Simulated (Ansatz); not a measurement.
`[OH][In]([SH])[SH]` + `O=CCBr` → `[SH][In]([SH])[Br]` + `O=CCO`  (formal exchange of groups at the In–O bond)

Computed with Ansatz on PBE0-D4/def2-TZVP structures; ΔE is electronic, products minus reactants. CCSD(T)/CBS adds triple-zeta CCSD(T) − MP2 to the extrapolated MP2 energy (def2 sets, frozen cores). DFT in def2-TZVPP. def2 core potentials past Kr. For Br, In outer-core shells are correlated without core-valence functions, which leaves a few kJ/mol of doubt a bond. Scalar relativity is left out up to krypton. Each species was taken in one conformer, which may not be the lowest.

```json
{"level": "BLYP-D4", "ΔE (kcal/mol)": "-19.9"}
{"level": "r2SCAN0-D4", "ΔE (kcal/mol)": "-25.0"}
{"level": "ωB97M-V", "ΔE (kcal/mol)": "-22.9"}
{"level": "revPBE", "ΔE (kcal/mol)": "-20.7"}
```

Problem. What does CCSD(T)/CBS give? (Best estimate.)

Solution. Computed: -20.7 kcal/mol. The listed levels differ from it by 0.8, -4.3, -2.2, 0.0 kcal/mol.

Largest T1 diagnostic among the species: 0.015.

In def2-TZVPP, CCSD(T) changes the Hartree–Fock value by +6.9 kcal/mol (the triples alone add +0.9 kcal/mol) and MP2 by +7.9 kcal/mol. From PBE to PBE0 (25 % exact exchange), in def2-TZVPP and without D4, ΔE moves by −2.6 kcal/mol. At CCSD(T), def2-SVP lies −5.9 kcal/mol from the extrapolated value and def2-TZVPP −0.1 kcal/mol.
